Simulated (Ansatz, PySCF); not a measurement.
C4H12W, SMILES [CH3][W]([CH3])([CH3])[CH3], multiplicity 1. Atoms are numbered in the order given.

```xyz
17

W      0.0000     0.0000     0.0000
C     -1.1702    -1.1702     1.2550
C      1.1702     1.1702     1.2550
C     -1.1702     1.1702    -1.2550
C      1.1702    -1.1702    -1.2550
H     -0.6649    -1.9385     1.8699
H     -1.6986    -1.6986     0.4252
H     -1.9385    -0.6649     1.8699
H      1.6986     1.6986     0.4252
H      1.9385     0.6649     1.8699
H      0.6649     1.9385     1.8699
H     -1.9385     0.6649    -1.8699
H     -1.6986     1.6986    -0.4252
H     -0.6649     1.9385    -1.8699
H      0.6649    -1.9385    -1.8699
H      1.6986    -1.6986    -0.4252
H      1.9385    -0.6649    -1.8699
```
Charge 0, spin multiplicity 1.

Coordinates come from a PBE0-D3(BJ)/def2-SVP optimisation. The spin state was assumed, not searched. The def2 effective core potentials stand for the cores of W; spin–orbit coupling is left out.

Vertical ionisation energy (IE) and electron affinity (EA) in eV. Rows of orbital energies are one-electron estimates. Where ΔSCF, EOM or ADC give a negative EA the extra electron is unbound and the value depends on the basis.

```tsv
level	IE	EA
−ε(HOMO), −ε(LUMO), ωB97X/def2-TZVP (PySCF)	6.49	-0.67
−ε(HOMO), −ε(LUMO), PBE/def2-TZVP (PySCF)	2.87	2.80
ΔSCF, CAM-B3LYP/def2-SVPD (Ansatz), final states of multiplicity 2 and 2	5.87	0.19
ΔSCF, PBE/def2-SVPD (Ansatz), final states of multiplicity 2 and 2	5.60	0.15
```

Problem. What vertical singlet–triplet gap does ΔSCF give with CAM-B3LYP/def2-SVPD (Ansatz, a quantum-chemistry and plane-wave program) and with PBE/def2-SVPD (Ansatz)? (Estimate from the structure and the level; the computed values follow.)

Solution. -0.50 and -0.49 eV (triplet above singlet where positive).
